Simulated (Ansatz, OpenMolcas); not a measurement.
**The same job for OpenMolcas**

This Ansatz 0.2.0 job computes triplet BHOF2:

molecule.yaml:
```yaml
crystal:
  periodic: [false, false, false]
  atoms:
    - {symbol: O, position_ang: [0.038630, 1.000750, 0.174310]}
    - {symbol: B, position_ang: [0.105760, -0.342460, 0.137210]}
    - {symbol: F, position_ang: [0.731030, -0.986880, 1.100700]}
    - {symbol: F, position_ang: [-0.439530, -1.051930, -0.843330]}
    - {symbol: H, position_ang: [-0.435890, 1.380520, -0.568880]}
basis:
  gaussian:
    orbitals: def2-SVPD
magnetization:
  spin_polarized: true
  initial_magnetization: 2
hamiltonian:
  xc: {name: BHLYP}
accuracy: high
output: {orbitals: {seedname: orbitals}}
```

```bash
$ ansatz run molecule.yaml --threads 1 --pin off --max-ram 3480MiB --events-out events.jsonl --progress --plain --runs-dir runs
```

The coordinates come from a PBE0-D4/def2-TZVP relaxation. That shape belongs to the parent species and isn't relaxed for this state.

It gives a total energy of -299.883207 Eh.

Question: How is this level of theory, on these atoms, set up in OpenMolcas 26.06 as an input file of the program's own?

Answer: This input was run:

mol.xyz:
```
5

O      0.038630     1.000750     0.174310
B      0.105760    -0.342460     0.137210
F      0.731030    -0.986880     1.100700
F     -0.439530    -1.051930    -0.843330
H     -0.435890     1.380520    -0.568880
```

mol.input:
```
&GATEWAY
  BasLib=$CurrDir
  Coord=mol.xyz
  Basis=def2-SVPD
  Group=NoSym

&SEWARD
  GridInput
  Grid=UltraFine
  End of Grid

&SCF
  UHF
  Spin=3
  KSDFT=HYB_GGA_XC_BHANDHLYP
  Thresholds=1e-10 1e-07 1e-07 1e-05
  PrOrbitals=1
```

```bash
$ export MOLCAS_MEM=1860
$ pymolcas mol.input > mol.log
```

(Basis files named in the input come from the Basis Set Exchange and aren't shown.)

Its energy is -299.883207 Eh, the same as the first but for the last digit, at most.
